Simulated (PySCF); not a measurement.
Fractional electron number in Ta²⁺ (tantalum, charge +2)

The 5d alpha orbital of [Xe] 4f14 5d3 is emptied in steps (occupation f), with all orbitals relaxed, ending at [Xe] 4f14 5d2. Calculation: PySCF 2.14, in aug-cc-pVTZ-PP with ECP60MDF; a scalar-relativistic core potential. The exact energy is a straight line in f; departures are measured from the line between the end points of the same method.

```
  f  PBE0 (eV)  r2SCAN (eV)  LC-wPBE (eV)
  1      0.000        0.000         0.000
0.8     -0.595       -0.763        -0.139
0.6     -0.894       -1.144        -0.208
0.4     -0.895       -1.143        -0.206
0.2     -0.597       -0.760        -0.137
  0      0.000        0.000         0.000
```

```tsv
method	E(f=0) − E(f=1) (eV)	−ε at f=1 (eV)	−ε at f=0.4 (eV)
PBE0	24.456	20.745	25.198
r2SCAN	24.440	19.675	25.400
LC-wPBE	24.300	23.427	24.479
```

Orbital energy along the path (eV):

```json
{"f": "1", "PBE0": "-20.745", "r2SCAN": "-19.675", "LC-wPBE": "-23.427"}
{"f": "0.8", "PBE0": "-22.220", "r2SCAN": "-21.580", "LC-wPBE": "-23.781"}
{"f": "0.6", "PBE0": "-23.706", "r2SCAN": "-23.489", "LC-wPBE": "-24.133"}
{"f": "0.4", "PBE0": "-25.198", "r2SCAN": "-25.400", "LC-wPBE": "-24.479"}
{"f": "0.2", "PBE0": "-26.692", "r2SCAN": "-27.301", "LC-wPBE": "-24.816"}
{"f": "0", "PBE0": "-28.186", "r2SCAN": "-29.167", "LC-wPBE": "-25.151"}
```

Reference removal energy between the ground levels: 23.1 ± 1.6 eV (theoretical estimate listed by NIST; NIST Atomic Spectra Database, ionization energies). The calculation has no spin-orbit coupling. The determinant left behind need not be the lowest term of the ion.
